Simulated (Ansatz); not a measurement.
Geometry optimisation, UKS PBE/def2-SVP in Ansatz 0.2.0.

input.yaml

```yaml
crystal:
  periodic: [false, false, false]
  atoms:
    - { symbol: Ta, position_ang: [-0.211838, 0.043847, 0.077706] }
    - { symbol: F, position_ang: [1.667542, 0.264246, 0.459674] }
    - { symbol: Cl, position_ang: [-0.327012, -0.849699, 2.28723] }
    - { symbol: "N", position_ang: [0.419976, -0.281322, -1.755164] }
    - { symbol: H, position_ang: [-0.047583, -0.809824, -2.500212] }
    - { symbol: H, position_ang: [1.413805, -0.03392, -1.956384] }
    - { symbol: "N", position_ang: [-0.886356, 1.883942, 0.041973] }
    - { symbol: H, position_ang: [-1.368641, 2.314292, 0.841296] }
    - { symbol: H, position_ang: [-0.763192, 2.555221, -0.722426] }
    - { symbol: F, position_ang: [-1.726499, -1.012697, -0.382294] }
    - { symbol: F, position_ang: [2.894798, 0.784214, -1.461399] }
magnetization:
  spin_polarized: true
  initial_magnetization: 1
basis:
  gaussian: { orbitals: def2-SVP }
hamiltonian:
  xc: pbe
relax:
  f_tol: 0.03
  max_steps: 50
output:
  orbitals: {}
```

Launched with:

```bash
$ ansatz run input.yaml --threads 4 --pin off --max-ram 5120MiB --backend cpu --events-out ev --progress --plain --runs-dir out
```

Where does it end, and by what steps?

The forces met the threshold. After 10 steps the energy has fallen by 0.036 eV; F11 moved furthest, 0.45 Å.

| step | energy less start (eV) | largest force component (eV/Å) | accepted |
| --- | --- | --- | --- |
| 0 | 0.0000 | 0.062 | yes |
| 1 | -0.0028 | 0.062 | yes |
| 2 | -0.0097 | 0.282 | yes |
| 3 | -0.0069 | 0.489 | no |
| 4 | -0.0211 | 0.255 | yes |
| 5 | -0.0290 | 0.136 | yes |
| 6 | -0.0318 | 0.145 | yes |
| 7 | -0.0350 | 0.107 | yes |
| 8 | -0.0356 | 0.072 | yes |
| 9 | -0.0360 | 0.048 | yes |
| 10 | -0.0365 | 0.025 | yes |

```xyz
11
Properties=species:S:1:pos:R:3
Ta -0.208 0.030 0.039
F 1.699 0.206 0.455
Cl -0.282 -0.914 2.227
N 0.395 -0.349 -1.781
H -0.051 -0.928 -2.499
H 1.379 -0.086 -1.983
N -0.807 1.891 0.011
H -1.145 2.379 0.851
H -0.793 2.520 -0.798
F -1.778 -0.950 -0.390
F 2.655 1.059 -1.203
```

Whether the end is a true minimum wasn't checked by a vibrational analysis.

Time of the run: 55 s on 4 threads of Arm Neoverse V2 (shared host), peak memory 0.43 GiB.
